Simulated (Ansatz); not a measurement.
# SiH$_{3}$F ··· SbH$_{3}$

The pair of SiH$_{3}$F (SMILES [SiH3]F, atoms 1–5) and SbH$_{3}$ (SMILES [SbH3], atoms 6–9), both closed shells, in one local arrangement (a lower one may exist), relaxed at PBE0-D4/def2-TZVP:

Si1  (-0.308, 0.208, -1.777)
F2  (1.100, 0.535, -1.079)
H3  (-0.764, -1.119, -1.305)
H4  (-0.094, 0.200, -3.244)
H5  (-1.271, 1.266, -1.394)
Sb6  (0.928, 0.137, 2.263)
H7  (-0.520, 0.646, 1.511)
H8  (0.050, -0.513, 3.580)
H9  (0.878, -1.360, 1.445)
(Å)

Ansatz 0.2.0; basis: def2-TZVPPD, with def2-QZVPPD for the basis limit; cores frozen in the correlated methods. Filled d shells of the heavier atoms are correlated. Core potentials replace the inner electrons of the atoms past krypton. The def2 sets are not built for correlating such inner shells, so the correlated values are less sure here. B3LYP uses VWN-RPA correlation. Extrapolation: Hartree–Fock as exp(−7.88 √X), correlation as X^−2.97. Interaction energies count from these two fragments, frozen as in the pair, with the counterpoise correction; negative means bound.

Problem. What is the interaction energy by CCSD(T) at an estimated basis limit (MP2 extrapolated from triple and quadruple zeta, plus CCSD(T) − MP2 in triple zeta)? (An estimate is asked for; the value comes from the calculation.)

Solution. The calculation gives: -7.4 kJ/mol. Hartree–Fock alone gives 1.3 kJ/mol at the basis limit, so without correlation the pair would not bind at this distance. It counts from the two fragments frozen as in the pair.

The same quantity by other methods in triple zeta, and each one's difference from that estimate:
| method | E_int (kJ/mol) | difference |
| --- | --- | --- |
| PBE-D4 | -8.9 | -1.5 |
| revPBE-D4 | -8.5 | -1.1 |
| BLYP-D4 | -8.8 | -1.4 |
| r2SCAN-D4 | -7.6 | -0.2 |
| B97M-V | -8.3 | -0.9 |
| PBE0-D4 | -8.6 | -1.2 |
| B3LYP-D4 | -9.2 | -1.9 |
| HSE06-D4 | -8.5 | -1.1 |
| wB97X-V | -8.0 | -0.6 |
| wB97M-V | -8.0 | -0.7 |
| B2PLYP | -2.4 | 5.0 |
| HF | 1.4 | 8.8 |
| MP2 | -6.2 | 1.2 |
| CCSD | -5.0 | 2.4 |
| CCSD(T) | -6.1 | 1.2 |
Differences are method less estimate.

Basis-set superposition shift (counterpoise-corrected less uncorrected): CCSD(T) 3.0; MP2 2.9; HF 0.2; PBE0-D4 0.2; wB97M-V 0.2 kJ/mol.

The T1 diagnostic stays at or below 0.015.

For scale, one of the runs: CCSD(T)/def2-TZVPPD, 246 basis functions, launched by `ansatz run in.yaml --threads 4 --pin off --events-out ev --progress --plain --max-ram 9574MiB`. The run took 99 s on 4 CPU threads of an Intel Xeon Platinum 8259CL (shared host), with 5.3 GiB of host memory at its peak.
